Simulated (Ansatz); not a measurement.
Basis-set series for `C#[C][InH][Cl]`. The species carries charge 0 and has multiplicity 1. In takes the def2 core potential. All single points use the PBE0-D4/def2-TZVP geometry.

```
functional       basis  functions  energy (Eh)  HOMO (eV)  LUMO (eV)
   PBE0-D4    def2-SVP         82   -727.26041      -8.30      -1.97
   PBE0-D4  def2-QZVPP        326   -727.53584      -8.38      -2.09
   ωB97M-V    def2-SVP         82   -727.40309     -10.50      -0.28
   ωB97M-V  def2-QZVPP        326   -727.67987     -10.63      -0.50
```

(1) Give the rows for def2-TZVPP. (Estimate.)

Results:

(1) Ansatz gave: 
```
functional       basis  functions  energy (Eh)  HOMO (eV)  LUMO (eV)
   PBE0-D4  def2-TZVPP        182   -727.51642      -8.37      -2.07
   ωB97M-V  def2-TZVPP        182   -727.66152     -10.61      -0.45
```
